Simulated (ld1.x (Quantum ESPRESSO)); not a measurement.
# silicon (Si), TM: configuration errors across variants

* Element: silicon (Si)
* Generator: ld1.x (Quantum ESPRESSO) 7.5
* Type: norm-conserving Troullier–Martins (Kleinman–Bylander form)
* Functional: BP86
* Relativity: scalar-relativistic
* Frozen core: [Ne]
* Valence charge: 4
* Reference configuration: 3s2 3p2
* Partial waves: 3p (bound): rc 1.75 bohr; 3d channel at 0.25 Ry: rc 1.60 bohr; 3s (bound): rc 1.70 bohr
* Local potential: the s channel
* Core correction: Bessel-smoothed model core, default radius (core density twice the valence density)

All-electron excitation energies from the reference (eV): (1) 3s2 3p1 7.839; (2) 3s2 3p0 23.941; (3) 3s1 3p0 58.064; (4) 3s1 3p3 6.824; (5) 3s2 3p2.3 -0.960; (6) 3s0 3p4 13.802; (7) 3s2 3p1.5 2.971.

The default core radius of the base comes out at 1.13 bohr.

3 further variants failed, have other tests or another functional or relativity, and are left out.

Errors AE − PS in meV (a dash: test not solved or not reliable):

| change | (1) | (2) | (3) | (4) | (5) | (6) | (7) | bound ghosts |
| --- | --- | --- | --- | --- | --- | --- | --- | --- |
| base | +2.5 | +15 | +47 | -1.1 | +0.1 | -4.2 | +0.4 | none |
| wave 3p (bound): rc 1.75 bohr becomes 3p (bound): rc 1.38 bohr | +2.7 | +11 | +28 | +1.8 | +0.1 | +8.7 | +0.5 | none |
| core correction Bessel-smoothed model core inside 1.22 bohr | +2.5 | +15 | +48 | -1.1 | +0.1 | -4.1 | +0.4 | none |
| wave 3d channel at 0.25 Ry: rc 1.60 bohr becomes 3d channel at 4.17 Ry: rc 1.60 bohr | +2.5 | +15 | +47 | -1.1 | +0.1 | -4.2 | +0.4 | none |
| wave 3d channel at 0.25 Ry: rc 1.60 bohr becomes 3d channel at 0.25 Ry: rc 1.32 bohr | +2.5 | +15 | +47 | -1.1 | +0.1 | -4.2 | +0.4 | none |

Problem. Give the same row for: wave 3s (bound): rc 1.70 bohr becomes 3s (bound): rc 1.90 bohr.

Solution. +2.9, +18, +49, -2.2, +0.2, -9.3, +0.5; bound ghosts: none.
